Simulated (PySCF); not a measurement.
## Aluminium: a sound run and one with changed settings

Sound run: Al⁺ [Ne] 3s2, Al²⁺ [Ne] 3s1. All numbers are calculated (PySCF 2.14, the non-relativistic Hamiltonian (point nucleus), in cc-pV(T+d)Z (5s4p3d1f, 39 functions)). In the sound run the correlated levels freeze [Ne]. The sound run starts from symmetry-adapted Hartree-Fock orbitals and uses a fine grid where one is needed.

Changed run: scalar relativity by spin-free X2C-1e. This setting is unsound on purpose.

```json
{"species": "Al⁺", "method": "UHF", "sound run (hartree)": "-241.67338", "changed run (hartree)": "-242.06841", "converged": "yes"}
{"species": "Al⁺", "method": "r2SCAN", "sound run (hartree)": "-242.10763", "changed run (hartree)": "-242.50245", "converged": "yes"}
{"species": "Al⁺", "method": "M06-2X", "sound run (hartree)": "-242.13389", "changed run (hartree)": "-242.52868", "converged": "yes"}
{"species": "Al⁺", "method": "MP2", "sound run (hartree)": "-241.70114", "changed run (hartree)": "-242.09616", "converged": "yes"}
{"species": "Al⁺", "method": "CCSD(T)", "sound run (hartree)": "-241.71291", "changed run (hartree)": "-242.10790", "converged": "yes"}
{"species": "Al²⁺", "method": "UHF", "sound run (hartree)": "-241.02957", "changed run (hartree)": "-241.42355", "converged": "yes"}
{"species": "Al²⁺", "method": "r2SCAN", "sound run (hartree)": "-241.43271", "changed run (hartree)": "-241.82640", "converged": "yes"}
{"species": "Al²⁺", "method": "M06-2X", "sound run (hartree)": "-241.43593", "changed run (hartree)": "-241.82956", "converged": "yes"}
```

Ionisation energy of Al⁺:

| method | sound run (eV) | changed run (eV) |
| --- | --- | --- |
| UHF | 17.519 | 17.548 |
| r2SCAN | 18.365 | 18.396 |
| M06-2X | 18.993 | 19.024 |
| MP2 | 18.274 | 18.303 |
| SCS-MP2 | 18.425 | 18.454 |
| CCSD | 18.595 | 18.622 |
| CCSD(T) | 18.595 | 18.622 |
| CCSDT | 18.595 | 18.622 |
| FCI | 18.595 | 18.622 |

Most of the change in total energy is the relativistic energy itself. On top of that the contraction fixes the core shape for the Hamiltonian it was made with, so the changed run is not a good calculation with the other Hamiltonian either.

For comparison, NIST gives 18.829 eV between the lowest levels.
